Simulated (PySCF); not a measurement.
Spectra and structures to be paired. Method: TDDFT PBE0/def2-SVPD, vertical, gas phase, core orbitals frozen in the response (PySCF 2.14.0, density-fitted response routines). Geometries: GFN2-xTB; one conformer of each isolated species. Triplets are in the Tamm–Dancoff approximation.

A. `C#Cc1nsnc1CC`
B. `C=C(CC(N)=O)NC=O`
C. `NC(=O)/C=C/Cl`
D. `COc1cn[nH]c1OC`
E. `O=[PH2]O`

Lowest singlet levels (six at most, fewer where fewer were computed) with oscillator strengths:

1. 7.26 eV (f 0.002); 7.50 eV (f 0.004); 7.96 eV (f 0.015); 8.00 eV (f 0.052); 8.15 eV (f 0.059); 8.52 eV (f 0.035); T1 6.90 eV
2. 4.57 eV (f 0.000); 5.74 eV (f 0.112); 5.97 eV (f 0.396); 6.35 eV (f 0.000); 6.95 eV (f 0.001); 7.11 eV (f 0.016); T1 3.66 eV
3. 4.80 eV (f 0.000); 4.91 eV (f 0.265); 5.29 eV (f 0.001); 5.80 eV (f 0.000); 5.94 eV (f 0.020); 6.08 eV (f 0.003); T1 3.41 eV
4. 5.41 eV (f 0.011); 5.79 eV (f 0.138); 5.87 eV (f 0.001); 5.98 eV (f 0.002); 6.37 eV (f 0.003); 6.78 eV (f 0.000); T1 4.15 eV
5. 5.23 eV (f 0.081); 5.45 eV (f 0.001); 5.68 eV (f 0.112); 5.83 eV (f 0.011); 5.91 eV (f 0.164); 5.95 eV (f 0.019); T1 3.64 eV

Question: Match each spectrum to its molecule.

Answer: 1 = E, 2 = C, 3 = A, 4 = D, 5 = B.
- A: S1 at 4.80 eV, HOMO-1→LUMO (89%), HOMO-3→LUMO (9%); Löwdin shares by element: HOMO carbon 43% or more, sulfur 29% (atoms not listed hold the other 28%); LUMO nitrogen 41%, sulfur 22%, carbon 13% or more (atoms not listed hold the other 24%); HOMO -7.40 and LUMO -1.87 eV.
- B: S1 at 5.23 eV, HOMO→LUMO (70%), HOMO-1→LUMO (19%); Löwdin shares by element: HOMO carbon 37% or more, oxygen 25% or more, nitrogen 9% or more (atoms not listed hold the other 29%); LUMO carbon 56% or more, oxygen 16% or more (atoms not listed hold the other 28%); HOMO -6.92 and LUMO -0.94 eV.
- C: S1 at 4.57 eV, HOMO→LUMO (98%); Löwdin shares by element: HOMO oxygen 70%, carbon 18% or more, nitrogen 6%; LUMO carbon 66%, chlorine 10% (atoms not listed hold the other 24%); HOMO -7.77 and LUMO -1.48 eV; point group Cs, 2 of its 6 listed states under f = 0.0005.
- D: S1 at 5.41 eV, HOMO→LUMO (90%); Löwdin shares by element: HOMO carbon 35% or more, nitrogen 18% or more, oxygen 18% or more (atoms not listed hold the other 29%); LUMO (one of a set within 0.03 eV) carbon 41% or more, oxygen 8% or more (atoms not listed hold the other 50%); HOMO -5.87 and LUMO 0.66 eV; point group Cs, 1 of its 6 listed states under f = 0.0005.
- E: S1 at 7.26 eV, HOMO→LUMO (90%); Löwdin shares by element: HOMO oxygen 63% or more, phosphorus 20%, hydrogen 15% or more; LUMO oxygen 41%, phosphorus 26%, hydrogen 14% or more (atoms not listed hold the other 19%); HOMO -8.62 and LUMO 0.26 eV; point group Cs.
